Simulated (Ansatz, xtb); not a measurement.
## Ligand exchange: C4H4BrN + CH3F → C5H7N + BrF

Species: C4H4BrN `Brc1ccc[nH]1`, singlet; CH3F (fluoromethane) `CF`, singlet; C5H7N (2-methyl-1H-pyrrole) `Cc1ccc[nH]1`, singlet; BrF (bromine fluoride), singlet. The partners trade Br for CH3: C–Br and F–CH3 bonds give way to C–CH3 and F–Br.

Shapes, held fixed at every level: PBE0-D4/def2-TZVP. Programs: Ansatz 0.2.0, xtb 6.7.1. The zero-point and thermal change to 298 K, harmonic and unscaled (PBE0-D4/def2-TZVP), is -0.9 kJ/mol.

| level | kind | ΔH(298 K) (kJ/mol) | less CCSD(T)/def2-TZVPP |
| --- | --- | --- | --- |
| GFN2-xTB | semi-empirical | +95.7 | -26.6 |
| HF/def2-TZVPP | Hartree–Fock | +134.4 | +12.1 |
| SPW92/def2-TZVPP | LDA | +111.1 | -11.2 |
| r2SCAN0-D4/def2-TZVPP | global hybrid | +124.2 | +1.9 |
| MP2/def2-TZVPP | perturbation theory | +134.5 | +12.2 |
| CCSD(T)/def2-SVP | coupled cluster or CI | +121.7 | -0.6 |
| CCSD/def2-TZVPP | coupled cluster or CI | +123.8 | +1.5 |
| CCSD(T)/def2-TZVPP | coupled cluster or CI | +122.3 | 0.0 |

The highest level, CCSD(T)/def2-TZVPP, gives ΔH(298 K) = +122.3 kJ/mol; the levels span +95.7 to +134.5. The column of differences is taken from that level and isn't an error. No measured value is set beside it here. Relativity is left out for Br. Outer-core shells of Br are correlated in most correlated rows, in sets that cover them unevenly.
